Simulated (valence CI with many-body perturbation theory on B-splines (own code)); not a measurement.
Results of a calculation; reference values are marked as such.
# Basis-set convergence for Bi¹²⁺

Method: configuration interaction combined with many-body perturbation theory (CI+MBPT): three valence electrons over a frozen Dirac-Fock core [Xe] 4f14, radial functions for each j: 7 s, 7 p, 8 d, 6 f, 4 g, 1 h, with the one-electron correlation potential Σ1 (screened to all orders), the two-electron term Σ2, the three-electron term Σ3, Breit, model QED; selected single and double excitations, second order for the rest, scaled by the run's own slope (own B-spline code, finite nucleus).

No measured spectrum was set against this ion. As an estimate, terms of the open shell hold to 2 to 4 % of their energy, and close levels can change places. The list stops below the first excitations out of the core. Only levels of the ground parity were solved; by the run's estimate the other parity begins above the list, which can be wrong where configurations are misplaced.

The reference run has the lowest level (5d3/2^3) J=3/2 and an ionisation energy of 230.464 eV. Its largest variational space holds 6724 state functions.

Levels are named by their leading jj configuration (3d3/2^4 stands for four electrons in 3d with j = 3/2), which in mixed levels can hold well under half, so a name can repeat and another be missing. Letters in brackets count levels of one name in rising energy.

Changed runs:
A. basis 6 s, 6 p, 5 d, 5 f, 1 g
B. basis 5 s, 5 p, 4 d, 4 f

Excitation energies of the reference run in cm⁻¹, and shifts in cm⁻¹:

```
                    Level  Reference       A       B
(5d3/2^2 5d5/2) J=5/2 [a]      24032    -112    -284
    (5d3/2^2 5d5/2) J=3/2      33850     +17    +268
    (5d3/2^2 5d5/2) J=7/2      35272     -24     +73
    (5d3/2^2 5d5/2) J=9/2      38360     +69    +455
    (5d3/2^2 5d5/2) J=1/2      39397     +24    +343
(5d3/2^2 5d5/2) J=5/2 [b]      60272     +42    +363
(5d3/2 5d5/2^2) J=7/2 [a]      61834     +10    +217
    (5d3/2 5d5/2^2) J=9/2      65620     -24    +212
(5d3/2 5d5/2^2) J=3/2 [a]      72183     +46    +283
    (5d3/2 5d5/2^2) J=1/2      75236     +95    +620
   (5d3/2 5d5/2^2) J=11/2      78652    +129    +896
(5d3/2 5d5/2^2) J=5/2 [a]      82460    +175    +886
   Ionisation energy (eV)    230.464  -0.039  -0.082
```
